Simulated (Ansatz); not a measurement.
One change: `O[SiH2]S[SiH2]Cl` becomes `SS[SiH2]Cl`.

Ansatz, PBE0-D4/def2-TZVP geometries, multiplicity 1. Each molecule was computed in one conformer, which needn't be the lowest.

```json
{"property": "HOMO–LUMO gap (B3LYP/def2-TZVPP) / eV", "`O[SiH2]S[SiH2]Cl`": "7.28"}
{"property": "HOMO–LUMO gap (PBE0/def2-TZVPP) / eV", "`O[SiH2]S[SiH2]Cl`": "7.74"}
{"property": "HOMO energy (PBE0/def2-TZVPP) / eV", "`O[SiH2]S[SiH2]Cl`": "-7.97"}
{"property": "size of the dipole moment (PBE/def2-TZVPP) / D", "`O[SiH2]S[SiH2]Cl`": "0.38"}
{"property": "LUMO energy (PBE/def2-TZVPP) / eV", "`O[SiH2]S[SiH2]Cl`": "-1.12"}
{"property": "HOMO–LUMO gap (PBE/def2-TZVPP) / eV", "`O[SiH2]S[SiH2]Cl`": "5.64"}
```

Question: Give the same properties after the change, and the shifts. (Best estimate.)

Answer: Ansatz gave: 
```tsv
property	`SS[SiH2]Cl`	shift
HOMO–LUMO gap (B3LYP/def2-TZVPP) / eV	5.59	-1.69
HOMO–LUMO gap (PBE0/def2-TZVPP) / eV	6.05	-1.69
HOMO energy (PBE0/def2-TZVPP) / eV	-7.47	0.50
size of the dipole moment (PBE/def2-TZVPP) / D	0.14	-0.24
LUMO energy (PBE/def2-TZVPP) / eV	-2.40	-1.28
HOMO–LUMO gap (PBE/def2-TZVPP) / eV	3.86	-1.78
```

With PBE0 the HOMO rises by 0.50 eV and the LUMO falls by 1.19 eV, so the gap narrows by about 1.69 eV. PBE moves the HOMO by 0.49 eV and ωB97M-V by 0.51 eV. Dipoles are sizes alone; their direction can turn.

B3LYP here is the variant with VWN-RPA as its local correlation; programs differ in this.
